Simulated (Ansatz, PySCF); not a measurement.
Reaction R1 → P1, each structure at its B3LYP-D3(BJ)/def2-TZVP stationary point, reached from a drawn start; harmonic modes at that level show minima.
R1, C4H4 (SMILES C#CC=C) (charge 0, multiplicity 1):
```tsv
atom	x (Å)	y (Å)	z (Å)
C	-1.1485	0.7502	0.5478
C	-0.5889	-0.3240	-0.0113
C	0.7877	-0.4309	-0.3412
C	1.9484	-0.5525	-0.6324
H	-0.5669	1.6299	0.7896
H	-2.2056	0.7692	0.7751
H	-1.2011	-1.1906	-0.2414
H	2.9749	-0.6515	-0.8864
```
P1, C4H4 (SMILES C=C1C=C1) (charge 0, multiplicity 1):
| atom | x (Å) | y (Å) | z (Å) |
|---|---|---|---|
| C | 1.4598 | 0.0267 | 0.1819 |
| C | 0.1447 | 0.0026 | 0.0181 |
| C | -1.1495 | 0.6238 | -0.0156 |
| C | -1.0949 | -0.6648 | -0.2641 |
| H | 2.0497 | -0.8728 | 0.0747 |
| H | 1.9726 | 0.9463 | 0.4266 |
| H | -1.7563 | 1.5073 | 0.0860 |
| H | -1.6261 | -1.5691 | -0.5075 |

```
level                          reaction energy (kcal/mol)  minus CCSD(T)/CBS(cc-pVTZ, cc-pVQZ)
-----------------------------  --------------------------  -----------------------------------
PBE/def2-TZVPP                                      17.61                                -6.16
revPBE/def2-TZVPP                                   18.38                                -5.39
revPBE-D4/def2-TZVPP                                17.85                                -5.92
r2SCAN-D3(BJ)/def2-TZVPP                            18.74                                -5.03
r2SCAN-D4/def2-TZVPP                                18.72                                -5.05
B97M-V/def2-TZVPP                                   18.36                                -5.40
B3LYP/def2-TZVPP                                    22.50                                -1.27
PBE0-D3(BJ)/def2-TZVPP                              16.49                                -7.28
PBE0-D4/def2-TZVPP                                  16.43                                -7.34
BHLYP-D3(BJ)/def2-TZVPP                             21.87                                -1.90
wB97X-V/def2-TZVPP                                  17.56                                -6.21
B2PLYP/def2-TZVPP                                   23.78                                 0.01
B2PLYP-D4/def2-TZVPP                                23.70                                -0.07
MP2/cc-pVTZ                                         24.11                                 0.34
SCS-MP2/cc-pVDZ                                     25.19                                 1.43
SCS-MP2/cc-pVTZ                                     25.31                                 1.55
SCS-MP2/cc-pVQZ                                     25.02                                 1.25
CCSD/cc-pVTZ                                        24.19                                 0.42
CCSD(T)/cc-pVTZ                                     24.37                                 0.60
CCSD(T)/CBS(cc-pVTZ, cc-pVQZ)                       23.77                                 0.00
```

 The comparison column counts from a level with limits of its own.

P less R. No zero-point or thermal terms.

Frozen-core correlation throughout. CBS(a, b) extrapolates the correlation energy as X⁻³ and adds the Hartree–Fock energy of set b.

Programs: Ansatz (Gaussian basis) for Hartree–Fock, density functionals and correlated methods; PySCF for the D3/D4 terms. No computed number here is a measurement.

Ansatz is an electronic-structure program.
